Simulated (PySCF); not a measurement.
Work out the structure from these simulated measurements.

Formula: C2H5B2F2N.

* Triplet: lowest triplet excitation (Tamm–Dancoff): 4.96 eV [TDA PBE0/def2-SVPD]
* 13C NMR: chemical shifts (computed TMS as zero) by class: 111.4 (1 C), 3.0 (1 C) ppm [GIAO PBE0/pcSseg-1]
* Polarisability: 67.2 au [PBE0/def2-SVPD]
* Valence photoelectron: vertical ionisation energy: 10.01 eV [ΔSCF PBE0/def2-SVPD]
* UV, first state: lowest singlet excitation: 5.52 eV (225 nm, f = 0.000) [TDDFT PBE0/def2-SVPD]
* Dipole: 6.73 D [PBE0/def2-SVPD]
* UV, strongest line: among the 10 lowest singlet transitions: S8 at 6.83 eV (181 nm, f = 0.662) [TDDFT PBE0/def2-SVPD]
* Rotational structure: rotational constants A, B, C: 7.430, 1.114, 0.990 GHz [PBE0-D3(BJ)/def2-SVP]
* Couplings: largest of the computed one-bond spin–spin couplings (means over like bonds): 13C–1H +133.8 (×2), 19F–11B -128.0 (×2), 11B–1H +114.5 (×3), 13C–11B +81.7, 13C–13C +79.2, 15N–13C -54.6, 15N–11B -9.1 Hz [B3LYP/pcJ-1, spin–dipole term left out for some pairs]

The electronic properties come from PySCF, for the isolated species, density fitting. Levels stand in brackets. One conformer (not necessarily the lowest) at the PBE0-D3(BJ)/def2-SVP geometry, without solvent, vibrations or thermal averaging. NMR classes are plain means over equivalent atoms (diastereotopic ones count apart unless rotation or inversion swaps them), as if these changed places fast.

**Question.** Propose a structure and show how it fits.

**Answer.** Numbering: `[BH3-:1][N+:2]#[C:3][CH2:4][B:5]([F:6])[F:7]`. 2 carbons fall into 2 classes; from least to most shielded: triply bonded carbon [C3] (111.4 ppm), sp3 carbon bound to boron [C4] (3.0 ppm). The couplings run between: +133.8 Hz, sp3 carbon bound to boron [C4] and its hydrogen (with 1 like pair); -128.0 Hz, boron-bound fluorine [F6] and three-coordinate boron [B5] (with 1 like pair); +114.5 Hz, four-coordinate boron [B1] and its hydrogen (with 2 like pairs); +81.7 Hz, sp3 carbon bound to boron [C4] and three-coordinate boron [B5]; +79.2 Hz, triply bonded carbon [C3] and sp3 carbon bound to boron [C4]; -54.6 Hz, nitrogen bonded to B and C [N2] and triply bonded carbon [C3]; -9.1 Hz, nitrogen bonded to B and C [N2] and four-coordinate boron [B1]. The optimised geometry has point group C1 and is an asymmetric top. Structure: `[BH3-][N+]#CCB(F)F`. The assignments are read from this structure; whether some other isomer fits the data as well wasn't checked.

Conformer computed: `[BH3-:1][N+:2]#[C:3][CH2:4][B:5]([F:6])[F:7]`: C3–C4–B5–F6 166°.
